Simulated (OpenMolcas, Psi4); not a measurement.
# The same job for Psi4

This OpenMolcas 26.06 job computes doublet [BClF2]+:

mol.input:
```
&GATEWAY
  BasLib = $CurrDir
  Coord
  4
  bohr
  F     -0.32824543    -2.37028348    -1.03235738
  B     -0.12680062    -0.07804569    -0.11716302
  F     -1.91164695     1.56866166    -0.60036599
  Cl     2.47157280     0.76590600     1.71152495
  Basis = aug-cc-pVDZ
  Group = NoSym

&SEWARD
  GridInput
  Grid=UltraFine
  End of Grid

&SCF
  UHF
  Charge = 1
  Spin = 2
  KSDFT = PBE
  Thresholds = 1e-10 1e-07 1e-07 1e-05
  PrOrbitals = 1 1
```

```bash
$ export MOLCAS_MEM=1860
$ pymolcas mol.input > mol.log
```

(Basis files named in the input come from the Basis Set Exchange and aren't shown.)

The shape is that of a PBE0-D4/def2-TZVP optimisation. That shape belongs to the parent species and isn't relaxed for this state.

It gives a total energy of -684.050101 Eh.

**Question.** How is this level of theory, on these atoms, set up in Psi4 1.11 as an input file of the program's own?

**Answer.** One way, which was run:

calc.inp:
```
memory 1600 mb

molecule molecule1 {
  1 2
  F     -0.32824543    -2.37028348    -1.03235738
  B     -0.12680062    -0.07804569    -0.11716302
  F     -1.91164695     1.56866166    -0.60036599
  Cl     2.47157280     0.76590600     1.71152495
  units au
  symmetry c1
}

set basis aug-cc-pVDZ
set reference uks
set puream true
set e_convergence 1e-09
set d_convergence 1e-08
set scf_type pk
set dft_radial_points 99
set dft_spherical_points 590
set maxiter 100

e_tot = energy("pbe")
print_variables()
```

```bash
$ psi4 calc.inp calc.out -n 1
```

Its energy is -684.050101 Eh, 0.000 mEh from the first.
